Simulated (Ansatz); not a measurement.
`C[SiH2]N[PH][AlH2]` → `N[PH][AlH2]` + `C[SiH]` at 600 K and 1 bar (silylene formation by 1,1-elimination).

Program: Ansatz. Geometries: PBE0-D4/def2-TZVP. ΔE: electronic, gas phase. CCSD(T)/CBS is the MP2 limit (def2-TZVPP, def2-QZVPP) plus CCSD(T) − MP2 in def2-TZVPP, frozen cores. This one scheme is used for every species. Each species was taken in one conformer, which may not be the lowest.

```json
{"species": "`C[SiH2]N[PH][AlH2]`", "CCSD(T)/CBS energy (Eh)": "-970.22593", "H − E (kJ/mol)": "330.3", "S (J/(mol·K))": "543.3"}
{"species": "`N[PH][AlH2]`", "CCSD(T)/CBS energy (Eh)": "-640.64711", "H − E (kJ/mol)": "180.7", "S (J/(mol·K))": "390.2"}
{"species": "`C[SiH]`", "CCSD(T)/CBS energy (Eh)": "-329.46712", "H − E (kJ/mol)": "143.5", "S (J/(mol·K))": "309.3"}
```

H − E and S are ideal-gas, rigid-rotor, harmonic terms from PBE0-D4/def2-TZVP, for one conformer and one mirror image of each species. 1 Eh = 2625.50 kJ/mol, R = 8.31446 J/(mol·K).

Q: By hand: ΔE, ΔH, ΔS and ΔG.

A: ΔE = (-640.64711) + (-329.46712) − (-970.22593) = 0.11170 Eh = 293.3 kJ/mol. Δ(H − E) = 180.7 + 143.5 − 330.3 = -6.1, so ΔH = 287.2 kJ/mol. ΔS = 390.2 + 309.3 − 543.3 = 156.2 J/(mol·K). ΔG = 287.2 − 600 × (156.2)/1000 = 193.5 kJ/mol.

Q: By hand: the equilibrium constant, and the temperature at which ΔG would vanish if ΔH and ΔS stayed fixed.

A: log₁₀ K = −ΔG/(RT ln 10) = -16.8. ΔG = 0 at ΔH/ΔS = 1839 K.

The number of gas molecules changes by +1, which sets the sign of ΔS. A doubt of 5 kJ/mol in ΔE shifts log₁₀ K by 0.4 here. Other conformers and mirror images would add mixing entropy, several J/(mol·K) or more a flexible species. Modes under 60 cm⁻¹, often nearly free rotors, make the harmonic entropy too high. These are equilibria of isolated gas molecules and say nothing of rates. Largest T1 diagnostic: 0.013 (customary marks: 0.02 for closed shells, 0.045 for open ones).
